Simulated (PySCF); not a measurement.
# C₆ coefficients of unlike pairs at PBE

Calculated with PySCF 2.14 from the dipole response of each species, C₆(A,B) = (3/π) ∫ α_A(iu) α_B(iu) du, in atomic units, from isotropic polarisabilities. For ions this is the dispersion term alone; charge-induced terms of lower order in 1/R come first.

```json
{"species": "Mn", "configuration": "[Ar] 3d5 4s2 (6S)", "basis": "aug-cc-pwCVTZ-DK with one added diffuse shell each of s, p, d, f, g type (11s10p8d5f4g)", "relativity": "spin-free X2C", "α (bohr³)": "73.07", "C₆ (like pair)": "691.3"}
{"species": "Cl", "configuration": "[Ne] 3s2 3p5 (2P)", "basis": "aug-cc-pV(Q+d)Z (7s6p5d3f2g)", "relativity": "none", "α (bohr³)": "15.67", "C₆ (like pair)": "99.90"}
{"species": "F⁺", "configuration": "[He] 2s2 2p4 (3P)", "basis": "def2-TZVPPD (6s4p3d1f)", "relativity": "none", "α (bohr³)": "1.870", "C₆ (like pair)": "3.455"}
{"species": "Sc⁺", "configuration": "[Ar] 3d1 4s1 (3D)", "basis": "aug-cc-pVTZ (8s7p5d3f2g)", "relativity": "none", "α (bohr³)": "60.16", "C₆ (like pair)": "409.3"}
```

(1) Estimate C₆ for Sc⁺ with F⁺.

No spin-orbit coupling is included.

The other pairs:

```tsv
pair	C₆
F⁺, Cl	17.00
F⁺, Mn	34.35
Sc⁺, Mn	530.7
Sc⁺, Cl	175.0
Cl, Mn	233.4
```

## Answers

(1) The integral gives 25.71. The combination rule 2 C_A C_B / (C_A α_B/α_A + C_B α_A/α_B) gives 22.84 and the geometric mean 37.61.
